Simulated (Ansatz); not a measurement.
The cluster Si₃Ge. Charge 0, multiplicity 3. Geometry r2SCAN-D4/def2-SVP; atoms count from 1.

```
atom    x (Å)    y (Å)    z (Å)
 Si1   0.4535   0.1965   1.1706
 Si2   1.6195  -0.9008  -0.4331
 Si3  -0.4084  -0.2217  -1.1827
 Ge4  -1.6647   0.9261   0.4452
```

At PBE0-D4/def2-TZVP a singlet of charge 0 lies 0.77 eV below the triplet, each at its own geometry. The structure comes from a short search, and lower isomers may exist.

Question: Estimate the Mulliken populations from the PBE0/def2-TZVP orbitals of Ansatz.

Answer: 
```csv
atom,charge (e),spin (α − β)
Si1,0.02,-0.01
Si2,-0.05,1.01
Si3,0.02,-0.01
Ge4,0.00,1.01
```
Mulliken values and Mayer orders depend strongly on the basis.

Question: Where does the spin sit?

Answer: Summed by element: Si 0.99, Ge 1.01, of 2 unpaired in all. Largest on single atoms: Ge4 1.01, Si2 1.01, Si1 -0.01.

Question: And the Mayer bond orders between bonded heavy atoms (over 0.3)?

Answer: Si1–Si2 1.15 (2.27 Å); Si1–Si3 1.00 (2.54 Å); Si1–Ge4 1.04 (2.35 Å); Si2–Si3 1.15 (2.27 Å); Si3–Ge4 1.04 (2.35 Å). Values over 0.3 also appear between atoms too far apart for a bond (Si2–Ge4 0.47 at 3.86 Å); they arise where an orbital or an unpaired electron spreads over both atoms.
